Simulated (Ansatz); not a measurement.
Ansatz (an electronic-structure program) input file for tert-butylarsine (C4H11As), SMILES [AsH2]C(C)(C)C, PBE0/def2-SVPD. The structure is a stationary point at PBE0-D3(BJ)/def2-SVP.

Ansatz 0.2 input:
```yaml
crystal:
  periodic: [false, false, false]
  atoms:
    - {symbol: C, position_ang: [-1.35086899, -1.43896935, 0.00000022]}
    - {symbol: C, position_ang: [-0.82651218, -0.00788129, 0.00000000]}
    - {symbol: C, position_ang: [-1.29489940, 0.73018193, -1.25273273]}
    - {symbol: C, position_ang: [-1.29489940, 0.73018231, 1.25273250]}
    - {symbol: As, position_ang: [1.18005576, 0.05468791, -0.00000001]}
    - {symbol: H, position_ang: [-2.45605261, -1.43909530, 0.00000022]}
    - {symbol: H, position_ang: [-1.01707275, -1.99433548, 0.88976150]}
    - {symbol: H, position_ang: [-1.01707274, -1.99433575, -0.88976088]}
    - {symbol: H, position_ang: [-0.92135309, 1.76592411, -1.28172060]}
    - {symbol: H, position_ang: [-2.39768903, 0.77239612, -1.27753905]}
    - {symbol: H, position_ang: [-0.96283253, 0.22313692, -2.17263550]}
    - {symbol: H, position_ang: [-0.92135309, 1.76592450, 1.28172006]}
    - {symbol: H, position_ang: [-0.96283254, 0.22313758, 2.17263542]}
    - {symbol: H, position_ang: [-2.39768904, 0.77239651, 1.27753881]}
    - {symbol: H, position_ang: [1.35759361, -0.99046583, 1.09971697]}
    - {symbol: H, position_ang: [1.35759363, -0.99046616, -1.09971666]}
basis:
  gaussian:
    orbitals: def2-SVPD
hamiltonian:
  xc: {name: PBE0}
```

Output:

```
WARN ansatz: RAYON_NUM_THREADS=1 ignored (pool sized by the plan → 1); use --threads N
Functional definition: PBE0
integrals: 0.17 GiB planned
1810 factors; their error is unknown
mean field: 1.45 GiB planned
mean field evaluation 1: about -65136.9673 eV, gradient 5.9e1 eV
mean field evaluation 2: about -65129.3135 eV, gradient 7.9e1 eV
mean field evaluation 4: about -65145.6544 eV, gradient 3.6e0 eV
mean field evaluation 8: about -65145.6848 eV, gradient 3.9e-2 eV
mean field evaluation 16: about -65145.8943 eV, gradient 3.4e-5 eV
mean field -65145.89432581 eV, -2394.0674590005 hartree, gradient 3.4e-5 eV, S^2 0.000000; 0 other end points of the search recorded, 0 dependent functions left out
reference -65145.89436342 eV, -2394.0674603824 hartree; 34, 34 occupied and 172, 172 virtual orbitals, 1810 factors
Total energy: -65145.89436342 eV, -2394.0674603824 hartree
```

The run converged.

Cost: around 12 core-seconds (rough).
